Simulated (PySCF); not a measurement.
**One molecule, many functionals**

Compound: C2H9Ge2N.
InChI=1S/C2H9Ge2N/c1-2-5(3)4/h2H,1H2,3-4H3

Linear-response calculations in the def2-SVPD basis (PySCF; singlets by full response, triplets Tamm–Dancoff, core orbitals frozen in the response; HF means time-dependent Hartree–Fock). 'Strongest' is the level of largest summed f among the singlets computed (10 roots, of which the last may lack a degenerate partner); it can jump between rows when another state enters that window. S1 is the lowest singlet of each run and needn't be the same state throughout; f(S1) is that of one state. Isolated species at its PBE0-D3(BJ)/def2-SVP geometry, gas phase. The LDA/def2-SVPD calculation is non-relativistic and has no spin–orbit coupling, an omission that weighs most on germanium.

```
functional                               kind  S1 (eV)  f(S1)  strongest (eV)  T1 (eV)  HOMO (eV)  gap (eV)  ionisation energy, ΔSCF (eV)
       LDA                                LDA     4.13  0.002            5.99     3.96      -5.12      4.06                          7.97
       PBE                                GGA     4.22  0.002            6.06     3.91      -4.97      4.14                          7.76
     B3LYP  global hybrid, 20% exact exchange     4.69  0.001            6.39     3.98      -5.84      5.60                          7.84
      PBE0  global hybrid, 25% exact exchange     4.85  0.001            6.58     3.94      -6.04      6.03                          7.80
 BHandHLYP  global hybrid, 50% exact exchange     5.35  0.001            6.00     3.95      -7.00      7.65                          7.69
 CAM-B3LYP             range-separated hybrid     5.24  0.001            5.85     3.97      -7.30      8.05                          7.88
   wB97X-D             range-separated hybrid     5.38  0.002            5.95     4.09      -7.84      9.45                          7.86
   LC-wPBE             range-separated hybrid     5.89  0.001            6.13     3.89      -8.60     10.33                          7.94
        HF                       Hartree–Fock     6.26  0.011            6.54     3.65      -8.49     10.54                   not settled
```

S1 runs from 4.13 eV (LDA) to 6.26 eV (HF), a spread of 2.12 eV, while the orbital gap spreads over 6.5 eV. Along PBE (0%), B3LYP (20%), PBE0 (25%), BHandHLYP (50%), HF (100%) S1 rises with the share of exact exchange. −ε(HOMO) comes closest to its own ΔSCF ionisation energy with wB97X-D (-0.02 eV) and misses most with LDA (-2.85 eV). 'Not settled' means that the ion's SCF failed to converge or may have ended in another state than the lowest.
